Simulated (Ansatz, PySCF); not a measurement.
Process, species as SMILES: C[C@@H]1CC[C@H](C)C1 + 7 [H][H] (H2) → 7 C (CH4)
Each molecule is optimised on its own at B3LYP-D3(BJ)/def2-TZVP (Ansatz, an electronic-structure program), one conformer each, not searched for the lowest. Frequencies are from Ansatz or PySCF.

Property: energy of full hydrogenation (enthalpy at 298 K, with B3LYP-D3(BJ) rigid-rotor harmonic-oscillator terms), in kJ/mol. Correlated levels leave the core frozen unless marked. No spin-orbit coupling. Non-relativistic. CBS marks a two-point X^-3 extrapolation of the correlation energy; Hartree-Fock from the larger set. [CCSD(T)-MP2]/basis is that difference in the basis named.

```json
[
 {"level": "HF/6-31G*", "program": "Ansatz", "energy of full hydrogenation (kJ/mol)": "-534.5"},
 {"level": "HF/cc-pVDZ", "program": "Ansatz", "energy of full hydrogenation (kJ/mol)": "-512.7"},
 {"level": "PBE-D4/def2-TZVPD", "program": "Ansatz + dftd4", "energy of full hydrogenation (kJ/mol)": "-377.9"},
 {"level": "BLYP-D4/def2-TZVPD", "program": "Ansatz + dftd4", "energy of full hydrogenation (kJ/mol)": "-388.6"},
 {"level": "revPBE-D4/def2-TZVPD", "program": "Ansatz + dftd4", "energy of full hydrogenation (kJ/mol)": "-338.5"},
 {"level": "r2SCAN/def2-TZVPD", "program": "Ansatz", "energy of full hydrogenation (kJ/mol)": "-405.1"},
 {"level": "B3LYP-D4/def2-TZVPD", "program": "Ansatz + dftd4", "energy of full hydrogenation (kJ/mol)": "-410.3"}
]
```

**Question.** Estimate the value at RI-MP2/CBS(aug-cc-pVTZ,aug-cc-pVQZ)+[CCSD(T)-MP2]/aug-cc-pVTZ as computed with Ansatz.

**Answer.** -386.1 kJ/mol, so B3LYP-D4/def2-TZVPD differs from it by -24.2 kJ/mol.
